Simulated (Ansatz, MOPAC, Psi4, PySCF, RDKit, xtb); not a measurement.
Complex: H2S (SMILES S) (first 3 atoms) with C3H6 (SMILES C=CC); geometry from B3LYP-D3(BJ)/def2-TZVP, rigid monomers moved along the line of their centres of mass till H2···C4 is 4.72 Å.
(charge 0, multiplicity 1):
```xyz
12

S      0.1223     0.4633     0.7293
H      0.6505     0.1531     1.9271
H      1.2451     0.1330     0.0720
C      1.0331    -0.1369     6.6222
C     -0.0650    -0.8762     6.5129
C     -1.4380    -0.3452     6.2530
H      0.9998     0.9434     6.5332
H      2.0012    -0.5828     6.8106
H      0.0189    -1.9554     6.6102
H     -2.1220    -0.6204     7.0606
H     -1.4363     0.7415     6.1596
H     -1.8519    -0.7695     5.3336
```

| level | interaction energy (kJ/mol) | cost |
|---|---|---|
| MMFF94 | -1.2 | - |
| UFF | -0.9 | - |
| GFN-FF | -0.9 | - |
| AM1 | -0.5 | - |
| PM3 | -0.4 | - |
| PM6 | -0.9 | - |
| PM7 | -1.8 | - |
| GFN1-xTB | -0.9 | - |
| GFN2-xTB | -1.5 | - |
| HF/STO-3G (no counterpoise) | -0.2 | - |
| HF/3-21G (no counterpoise) | -1.0 | - |
| HF/6-31G* | -0.8 | - |
| HF/6-31G* (no counterpoise) | -0.9 | - |
| HF/aug-cc-pV(D+d)Z | -0.9 | - |
| PBE/def2-TZVPPD | -1.0 | ×1 |
| PBE-D3(BJ)/def2-TZVPPD | -1.7 | ×1 |
| PBE-D4/def2-TZVPPD | -1.5 | ×1 |
| BP86/6-31G* (no counterpoise) | -0.7 | - |
| r2SCAN/def2-TZVPPD | -1.0 | ×2 |
| r2SCAN-D3(BJ)/def2-TZVPPD | -1.5 | ×2 |
| r2SCAN-D4/def2-TZVPPD | -1.4 | ×2 |
| B3LYP/3-21G (no counterpoise) | -0.9 | - |
| B3LYP/6-31G* | -0.7 | - |
| B3LYP/6-31G* (no counterpoise) | -0.7 | - |
| B3LYP/6-311+G** (no counterpoise) | -0.9 | - |
| B3LYP/def2-TZVPPD | -0.5 | ×1 |
| B3LYP-D3(BJ)/def2-TZVPPD | -1.4 | ×1 |
| B3LYP-D4/def2-TZVPPD | -1.1 | ×1 |
| PBE0/def2-TZVPPD | -1.0 | ×2 |
| PBE0-D4/def2-TZVPPD | -1.5 | ×2 |
| M06-2X/6-31G* (no counterpoise) | -1.1 | - |
| wB97X-V/def2-TZVPPD | -1.4 | ×3 |
| wB97M-V/def2-TZVPPD | -1.5 | ×4 |
| MP2/6-31G* | -1.1 | - |
| MP2/6-31G* (no counterpoise) | -1.2 | - |
| MP2/aug-cc-pV(D+d)Z | -1.6 | - |
| SCS-MP2/aug-cc-pV(D+d)Z | -1.3 | - |
| CCSD/aug-cc-pV(D+d)Z | -1.3 | - |
| CCSD(T)/aug-cc-pV(D+d)Z | -1.4 | ×20 |
| SAPT0/jun-cc-pV(D+d)Z | -1.5 | - |

The rows run from -1.8 (PM7) to -0.2 kJ/mol (HF/STO-3G (no counterpoise)). In aug-cc-pV(D+d)Z the value moves HF -0.9, MP2 -1.6, CCSD -1.3, CCSD(T) -1.4, a shift of -0.5 from HF to CCSD(T). The dispersion term adds -0.7 in PBE-D3(BJ), -0.5 in PBE-D4, -0.6 in r2SCAN-D3(BJ). The 6 functionals in def2-TZVPPD without D3 or D4 span 0.9, from wB97M-V to B3LYP.

Monomers are frozen at their geometry in the pair; levels with a basis set take the counterpoise correction. Rows marked so take none. RDKit's UFF carries no charges.

Cores are frozen in the correlated methods. Rows in 3-21G, 6-311+G**, 6-31G*, STO-3G carry no dispersion term and start afresh at each structure (6-31G* with six Cartesian d functions). MP2/6-31G* freezes PySCF's default core. The state that AM1, PM3, PM6, PM7 reach isn't checked; PM7 holds dispersion and hydrogen-bond terms.

The values were computed with Ansatz (a first-principles code); MOPAC for AM1, PM3, PM6, PM7 (differences of heats of formation); Psi4 for SAPT; PySCF for 3-21G rows, 6-311+G** rows, 6-31G* rows, STO-3G rows, the dispersion terms; RDKit for the force fields; xtb for the GFN methods. 

Costs are rough ratios of core time to PBE/def2-TZVPPD (about 11 s over the structures, on one shared machine); a dash marks a level with no comparable run of its own.
